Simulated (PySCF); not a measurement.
Parent: `[CH2:1]=[CH:2][BH:3][SiH3:4]` with C1–C2–B3–Si4 -179°, C2H7BSi.

The calculation used PySCF, PBE0-D3(BJ)/def2-SVP geometry optimisation, gas phase. One conformer each, not checked by frequencies here.

```tsv
coordinate of the parent	value
C1=C2	1.348 Å
C2–B3	1.541 Å
B3–Si4	2.019 Å
C1–C2–B3	120.8°
C2–B3–Si4	124.9°
```

Problem. How does the shared frame change in `[CH2:1]=[CH:2][B:3]([SiH3:4])[S:5][SiH3:6]` with C1–C2–B3–Si4 -178°, C2–B3–S5–Si6 179°, C2H9BSSi2? Atoms pair as C1 = C1, C2 = C2, B3 = B3, Si4 = Si4 (parent first).

Solution. 
```json
{"parent": "C1=C2", "relative": "C1=C2", "value in the relative": "1.344 Å", "change": "-0.004"}
{"parent": "C2–B3", "relative": "C2–B3", "value in the relative": "1.558 Å", "change": "+0.017"}
{"parent": "B3–Si4", "relative": "B3–Si4", "value in the relative": "2.028 Å", "change": "+0.009"}
{"parent": "C1–C2–B3", "relative": "C1–C2–B3", "value in the relative": "124.7°", "change": "+3.9"}
{"parent": "C2–B3–Si4", "relative": "C2–B3–Si4", "value in the relative": "119.1°", "change": "-5.8"}
```

Of the parent's bonds, C2–B3 changes most (+0.017 Å). Bonds of the relative outside the shared frame: B3–S5 1.807, S5–Si6 2.161 Å.
